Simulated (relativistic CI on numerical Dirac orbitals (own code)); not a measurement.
# One change at a time: Te³⁴⁺

Base calculation: Dirac-Coulomb-Breit CI, KLI orbitals optimised for each configuration, model QED (radiative potential, 1s self-energy scaled to tabulated hydrogen-like ionisation energies), unscaled Slater integrals.

Configurations in the expansion (outside the closed core [Ne]): 3s2 3p6, 3s2 3p5 3d, 3s 3p6 3d, 3s2 3p5 4s, 3s2 3p5 4p, 3s2 3p5 4d, 3s 3p6 4s, 3p6 3d 4p, 3s2 3p5 4f, 3s 3p6 4p, 3s 3p6 4d, 3s 3p6 4f, 3s2 3p5 5s, 3s2 3p5 5p, 3s2 3p5 5d, 3s2 3p5 5f, 3s2 3p5 5g, 3s 3p6 5s, 3s 3p6 5p, 3s 3p6 5d, 3s 3p6 5f, 3p6 3d2, 3p5 3d3, 3p5 3d2 4s, 3p5 3d2 4p, 3p5 3d2 4d, 3p6 3d 4s, 3p5 3d 4s2, 3p5 3d 4s 4p, 3p5 3d 4s 4d, 3p6 4s2, 3p5 4s2 4p, 3p5 4s2 4d. Double excitations out of closed p, d and f shells are left out; levels of such configurations are missing from the list, as are those of other unlisted configurations, and high levels can miss mixing partners. These lack a partner that the ground configuration has and come out too high: 3s2 3p5 4f, 3s2 3p5 5s, 3s2 3p5 5p, 3s2 3p5 5d, 3s2 3p5 5f.

The lowest level and the first level of each name with at least 55 % of one term (blank where a level has no safe partner in the second run):

```
           Level  Base (eV)  Shift (eV)
    3s2 3p6 1S_0      0.000       0.000
3s2 3p5 3d 3P°_0    148.752      -0.081
3s2 3p5 3d 3P°_1    153.821      -0.082
3s2 3p5 3d 3F°_3    159.106      +0.022
3s2 3p5 3d 3F°_4    168.603      +0.082
3s2 3p5 3d 3D°_3    179.761      -0.084
3s2 3p5 3d 3D°_1    194.788      -0.081
3s2 3p5 3d 3F°_2    221.147      +0.027
3s2 3p5 3d 1P°_1    253.242      -0.042
  3s 3p6 3d 3D_1    350.425      +0.053
  3s 3p6 3d 3D_2    353.470      +0.058
  3s 3p6 3d 3D_3    364.588      +0.050
  3s 3p6 3d 1D_2    375.156      +0.119
    3p6 3d2 3F_2    711.619      -0.328
    3p6 3d2 3F_3    723.745      -0.261
    3p6 3d2 3P_0    725.297      -0.300
    3p6 3d2 3F_4    731.019      -0.274
    3p6 3d2 3P_1    733.805      -0.254
    3p6 3d2 1G_4    743.276      -0.290
    3p6 3d2 1S_0    765.061      -0.520
   3p5 3d3 5D°_0    861.246      -0.358
   3p5 3d3 3P°_0    879.944      -0.348
```

At this charge energies of transitions that change n are usually good to better than 1 %, and those within a shell (Δn = 0) to a few per cent.

Q: One thing was changed in a second run, which moved the levels as shown. Which?
A. configuration mixing switched off
B. Breit term removed
C. QED terms removed

A: A. Configuration mixing switched off. Without mixing, levels that were pushed by configurations of the same parity and J return to their single-configuration places.

LS names give the leading component of a level, which can be under half, so a name can repeat, a term be missing and a line seem to break the LS rules.
